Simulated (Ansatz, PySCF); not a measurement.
PySCF was given this input:
```python
from pyscf import gto, scf, dft

mol = gto.Mole()
mol.atom = '''
    C     1.38783337   -1.67713362   -0.49869636
    C     0.79873560   -0.41684391    0.00159427
    O     1.56256697    0.70592981    0.12310994
    B     0.71090051    1.76643767    0.29491471
    O    -0.59015660    1.38139942    0.26214498
    C    -0.65228721   -0.03006612    0.05195812
    C    -1.39560536   -0.31547624   -1.26577292
    C    -1.40075495   -0.68264337    1.22658614
    H     2.42266284   -1.74844629   -0.17117652
    H     1.38034292   -1.73094878   -1.59463291
    H     0.82869591   -2.53095126   -0.11943654
    H     1.06725639    2.85930756    0.44861849
    H    -2.40410858    0.08499364   -1.20716015
    H    -0.87726423    0.16310918   -2.09326871
    H    -1.44018145   -1.38639621   -1.44029850
    H    -0.89157880   -0.45513150    2.15976303
    H    -2.41410674   -0.29358893    1.27639362
    H    -1.43303248   -1.75979002    1.09056981
'''
mol.basis = 'sto-3g'
mol.spin = 1
mol.verbose = 4
mol.build()

mf = dft.UKS(mol)
mf.xc = 'revpbe'
mf.grids.atom_grid = (99, 590)
mf.grids.prune = None
mf.kernel()
```

### Question
Write the same job for Ansatz (an electronic-structure program).

### Answer
This is not unique; one that fits is 
Ansatz 0.2 input:
```yaml
crystal:
  periodic: [false, false, false]
  atoms:
    - {symbol: C, position_ang: [1.38783337, -1.67713362, -0.49869636]}
    - {symbol: C, position_ang: [0.79873560, -0.41684391, 0.00159427]}
    - {symbol: O, position_ang: [1.56256697, 0.70592981, 0.12310994]}
    - {symbol: B, position_ang: [0.71090051, 1.76643767, 0.29491471]}
    - {symbol: O, position_ang: [-0.59015660, 1.38139942, 0.26214498]}
    - {symbol: C, position_ang: [-0.65228721, -0.03006612, 0.05195812]}
    - {symbol: C, position_ang: [-1.39560536, -0.31547624, -1.26577292]}
    - {symbol: C, position_ang: [-1.40075495, -0.68264337, 1.22658614]}
    - {symbol: H, position_ang: [2.42266284, -1.74844629, -0.17117652]}
    - {symbol: H, position_ang: [1.38034292, -1.73094878, -1.59463291]}
    - {symbol: H, position_ang: [0.82869591, -2.53095126, -0.11943654]}
    - {symbol: H, position_ang: [1.06725639, 2.85930756, 0.44861849]}
    - {symbol: H, position_ang: [-2.40410858, 0.08499364, -1.20716015]}
    - {symbol: H, position_ang: [-0.87726423, 0.16310918, -2.09326871]}
    - {symbol: H, position_ang: [-1.44018145, -1.38639621, -1.44029850]}
    - {symbol: H, position_ang: [-0.89157880, -0.45513150, 2.15976303]}
    - {symbol: H, position_ang: [-2.41410674, -0.29358893, 1.27639362]}
    - {symbol: H, position_ang: [-1.43303248, -1.75979002, 1.09056981]}
basis:
  gaussian:
    orbitals: STO-3G
hamiltonian:
  xc: revpbe
magnetization: {spin_polarized: true, initial_magnetization: 1}
accuracy: high
```

Both were run: PySCF gave -367.091140 Eh and Ansatz -367.091140 Eh, 0.000 mEh apart.
